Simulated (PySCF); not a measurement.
As2.

```xyz
2

As     0.0000     0.0000    -1.0521
As     0.0000     0.0000     1.0521
```
Charge 0, spin multiplicity 1.

Geometry optimised at B3LYP-D3(BJ)/def2-TZVP.

Calculation: PBE0/pcSseg-2 (PySCF). Non-relativistic, no solvent.

Q: Give the absolute GIAO shielding of each atom: isotropic value and principal components (ppm). (The exact figures need the calculation; the answer reports its results.)

A: 
```json
[
 {"atom": "As1", "σ(iso)": "-569.4", "σ11": "-2297.2", "σ22": "-2297.2", "σ33": "2886.3", "span": "5183.5"},
 {"atom": "As2", "σ(iso)": "-569.4", "σ11": "-2297.2", "σ22": "-2297.2", "σ33": "2886.3", "span": "5183.5"}
]
```
